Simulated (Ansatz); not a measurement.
Two isomers of CH8AlGaSi: A = `C[SiH2][AlH][GaH2]`, B = `[CH3][AlH][SiH2][GaH2]`.

Computed with Ansatz on PBE0-D4/def2-TZVP structures; ΔE is electronic, products minus reactants. CCSD(T)/CBS adds triple-zeta CCSD(T) − MP2 to the extrapolated MP2 energy (def2 sets, frozen cores). Functionals use def2-TZVPP. B3LYP here is the variant with VWN-RPA as its local correlation; programs differ in this. For Ga outer-core shells are correlated without core-valence functions, which leaves a few kJ/mol of doubt a bond. Scalar relativity is left out up to krypton. One conformer a species, not always the lowest.

A:

```xyz
12

C     1.313    0.777    2.072
Si    0.734    0.766    0.280
Al   -0.954   -0.935   -0.295
Ga   -1.799   -1.197   -2.647
H     2.053    1.563    2.238
H     1.765   -0.181    2.339
H     0.473    0.949    2.749
H     0.176    2.110   -0.066
H     1.917    0.586   -0.619
H    -1.523   -1.885    0.858
H    -1.115   -2.158   -3.701
H    -3.041   -0.395   -3.208
```

B:

```xyz
12

C     0.104    1.891    1.534
Al   -0.764    0.191    1.127
Si    0.383   -1.524   -0.195
Ga    0.096   -1.080   -2.535
H     1.161    1.916    1.260
H     0.021    2.127    2.600
H    -0.400    2.704    0.999
H    -2.269   -0.056    1.586
H    -0.132   -2.887    0.129
H     1.844   -1.497    0.119
H     1.049   -0.070   -3.277
H    -1.093   -1.716   -3.347
```

Problem. Which isomer does CCSD(T)/CBS put lower? Give the gap. (An estimate is asked.)

Solution. Ansatz gave: B, by 14.9 kJ/mol.

Problem. Give E(B) − E(A) in kJ/mol with CCSD(T)/def2-TZVPP, B2PLYP, BLYP-D4, PBE-D4, B3LYP, CCSD(T)/def2-SVP, HF/def2-TZVPP. (Best estimate.)

Solution. The calculation gave: CCSD(T)/def2-TZVPP -14.8, B2PLYP -14.9, BLYP-D4 -15.7, PBE-D4 -16.4, B3LYP -13.3, CCSD(T)/def2-SVP -15.5, HF/def2-TZVPP -4.3. None reverses the order clearly.

Largest T1 diagnostic: 0.013.

Leaving LDA and LC-ωPBE aside and taking each functional with its dispersion term where it has one, the values, not all of them listed here, spread over 8.1 kJ/mol, from B97M-V to BHLYP-D4. In def2-TZVPP, CCSD(T) changes the Hartree–Fock value by −10.5 kJ/mol (the triples alone add −2.1 kJ/mol) and MP2 by −14.4 kJ/mol.
